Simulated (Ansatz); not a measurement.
`FC1(F)C[SiH]1[SiH3]` → `C=C[SiH2][SiH](F)F`  (isomerisation)

Calculated with Ansatz (gas phase, PBE0-D4/def2-TZVP geometries, no zero-point term in ΔE). CCSD(T)/CBS adds triple-zeta CCSD(T) − MP2 to the extrapolated MP2 energy (def2 sets, frozen cores). DFT in def2-TZVPP. One conformer a species, not always the lowest.

```
             level  ΔE (kcal/mol)  difference from CCSD(T)/CBS
         r2SCAN-D4         -101.5                          8.5
           PBE0-D4          -98.6                         11.4
            B2PLYP         -109.2                          0.8
               PBE          -95.4                         14.6
            r2SCAN         -101.5                          8.5
              PBE0          -98.5                         11.5
     HF/def2-TZVPP         -117.7                         -7.7
    MP2/def2-TZVPP         -110.9                         -0.9
SCS-MP2/def2-TZVPP         -112.0                         -2.0
   CCSD/def2-TZVPP         -109.7                          0.3
CCSD(T)/def2-TZVPP         -108.1                          1.9
    MP2/def2-QZVPP         -112.4                         -2.4
SCS-MP2/def2-QZVPP         -113.6                         -3.6
      HF/CBS(def2)         -119.0                         -9.0
     MP2/CBS(def2)         -112.9                         -2.9
    CCSD/CBS(def2)         -111.6                         -1.6
       CCSD(T)/CBS         -110.0                            0
```

Largest T1 diagnostic among the species: 0.014.

In def2-TZVPP, CCSD(T) changes the Hartree–Fock value by +9.7 kcal/mol (the triples alone add +1.6 kcal/mol) and MP2 by +6.8 kcal/mol. From PBE to PBE0 (25 % exact exchange), in def2-TZVPP and without D4, ΔE moves by −3.1 kcal/mol.
